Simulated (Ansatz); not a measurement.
# Relative stability

The two ends of one reaction step of CH6OSn, singlet (PBE0-D4/def2-TZVP).

A:

```xyz
9
angstrom
Sn -1.8090 0.9479 0.5779
H -0.2213 -0.3825 -2.2392
O -0.1746 -0.7331 1.0780
C 0.9429 -0.7092 0.6215
H -0.0209 -1.0584 -2.4882
H -1.1812 1.7480 2.0317
H -0.4586 1.5943 -0.4069
H 1.6283 -1.5519 0.8020
H 1.2944 0.1449 0.0232
```

B:

```json
{"atom": "Sn1", "x (Å)": "-1.1298", "y (Å)": "0.9133", "z (Å)": "0.1710"}
{"atom": "H2", "x (Å)": "-1.8657", "y (Å)": "0.4081", "z (Å)": "-1.2868"}
{"atom": "O3", "x (Å)": "0.0630", "y (Å)": "-0.5362", "z (Å)": "0.7598"}
{"atom": "C4", "x (Å)": "1.1050", "y (Å)": "-0.9455", "z (Å)": "-0.0849"}
{"atom": "H5", "x (Å)": "0.7413", "y (Å)": "-1.3370", "z (Å)": "-1.0462"}
{"atom": "H6", "x (Å)": "-2.2258", "y (Å)": "1.0831", "z (Å)": "1.4569"}
{"atom": "H7", "x (Å)": "-0.1633", "y (Å)": "2.3002", "z (Å)": "-0.0821"}
{"atom": "H8", "x (Å)": "1.6566", "y (Å)": "-1.7494", "z (Å)": "0.4121"}
{"atom": "H9", "x (Å)": "1.8187", "y (Å)": "-0.1366", "z (Å)": "-0.2997"}
```

Computed with Ansatz 0.2.0 (basis: def2-TZVPP); correlated methods freeze the cores. Filled d shells of the heavier atoms are correlated. Core potentials replace the inner electrons of the atoms past krypton. The def2 sets are not built for correlating such inner shells, so the correlated values are less sure here. B3LYP uses VWN-RPA correlation.

**Question.** Which structure is lower at CCSD(T), and by how much? (An estimate is asked for; the value comes from the calculation.)

**Answer.** By the calculation: B, by 36.54 kcal/mol (electronic energy, against the other). By their contacts, A is a complex of CH₄OSn ([CH2][O][SnH2]) + H₂ and B is CH₆OSn ([CH3][O][SnH3]).

All methods give the same order:

```csv
method,E(B) − E(A) (kcal/mol)
SPW92,-42.47
PBE-D4,-32.60
BLYP-D4,-25.31
r2SCAN-D4,-36.93
B97M-V,-38.28
PBE0-D4,-38.18
B3LYP-D4,-30.86
r2SCAN0-D4,-39.84
BHLYP-D4,-36.39
CAM-B3LYP-D4,-36.46
wB97X-V,-39.40
wB97M-V,-35.60
B2PLYP,-33.65
PBE-QIDH,-41.72
RPA on PBE,-34.82
HF,-35.31
MP2,-37.43
CCSD,-37.10
CCSD(T),-36.54
```

No T1 diagnostic of these runs exceeds 0.017.

Labels in which every atom is bracketed show which atoms are joined, not bond orders.

For scale, one of the runs: CCSD(T)/def2-TZVPP, 196 basis functions, launched by `ansatz run in.yaml --threads 4 --pin off --events-out ev --progress --plain --max-ram 9574MiB`. Time: 96 s of wall clock on 4 CPU threads of an Arm Neoverse N1; the host was shared. Peak host memory: 2.6 GiB.
